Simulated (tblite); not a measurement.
C₇H₉O (doublet state).
SMILES: `[O][C@@H]1[C@@H]2C=C[C@H]1CC2`

All values are computed: GFN2-xTB (tblite) harmonic vibrations without scaling, gas phase. Errors from tens to a few hundred cm⁻¹ against measured bands are possible. Open shells enter through the occupations alone, without spin polarisation, and single modes of such species can be off by tens of per cent.

Harmonic wavenumbers (cm⁻¹): 218.8, 234.7, 318.5, 358.7, 437.9, 463.4, 535.9, 633.6, 671.2, 769.3, 798.3, 839.4, 840.5, 893.1, 920.3, 938.4, 941.3, 1014.0, 1026.7, 1059.3, 1066.3, 1078.9, 1102.5, 1138.6, 1155.4, 1193.6, 1206.4, 1232.1, 1252.1, 1279.3, 1302.2, 1308.7, 1348.6, 1477.7, 1496.9, 1583.6, 2611.8, 2980.2, 2992.8, 3001.7, 3009.1, 3028.9, 3037.9, 3122.8, 3140.7.

A = 3193, B = 2304, C = 2219 MHz; mass 109.065 u (most abundant isotopes); point group C1, symmetry number 1; spin multiplicity 2.

**Question.** Zero-point energy?

**Answer.** ½Σν̃ = 30531 cm⁻¹ = 87.29 kcal/mol.

**Question.** Entropy at 350 K, 1 bar (ideal gas, RRHO, classical rotation)?

**Answer.** Translation 40.80, rotation 27.86, vibration 15.09, spin (R ln 2) 1.38: S = 85.1 cal/(mol K).

**Question.** And Cp and H(350 K) − H(0)?

**Answer.** Cp = 34.41 cal/(mol K), of which vibrations give 26.46 (their classical limit is 45 R = 89.4); H(350 K) − H(0) = 6.28 kcal/mol without the zero-point energy, 3.50 from vibrations.

**Question.** Which modes carry the vibrational entropy at 350 K?

**Answer.** 218.8 cm⁻¹: 2.26; 234.7 cm⁻¹: 2.13; 318.5 cm⁻¹: 1.59; 358.7 cm⁻¹: 1.39; 437.9 cm⁻¹: 1.07; 463.4 cm⁻¹: 0.98 cal/(mol K); the other 39 give 5.67 together.

**Question.** How do the functions run with temperature in this model?

**Answer.** 
```csv
T (K),S (cal/(mol K)),Cp (cal/(mol K)),H − H(0) (kcal/mol),G − H(0) (kcal/mol),ln q(vib)
150,66.0,14.4,1.50,-8.41,0.36
250,75.5,23.7,3.38,-15.49,1.27
298.15,80.1,28.8,4.64,-19.23,1.86
400,90.1,39.5,8.13,-27.89,3.31
600,109.3,55.4,17.74,-47.85,6.73
900,134.8,69.8,36.73,-84.58,12.27
```

q(vib) and H(0) count from the zero-point level.

Hindered rotation and anharmonicity are outside this model. The structure is chiral; the term R ln 2 for an equal mix with its mirror image is left out.
